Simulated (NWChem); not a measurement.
# PH, triplet; SMILES [PH]

All runs: NWChem. Spin-unrestricted. The geometry was optimised at PBE0-D3(BJ)/def2-TZVP, spin-unrestricted. No stability test was run on the SCF state. Level: M05-2X/def2-SVP with SMD (1 M gas to 1 M solution), gas-phase geometry. Reactions with the solvent are ignored.

Problem. Estimate the computed values for solvent 1-octanol. Quantities: solvation free energy (kcal/mol); cavity-dispersion-structure term (kcal/mol); dipole in solution (D).

Solution. 
```yaml
solvation free energy (kcal/mol): 0.5
cavity-dispersion-structure term (kcal/mol): 0.9
dipole in solution (D): 0.90
```
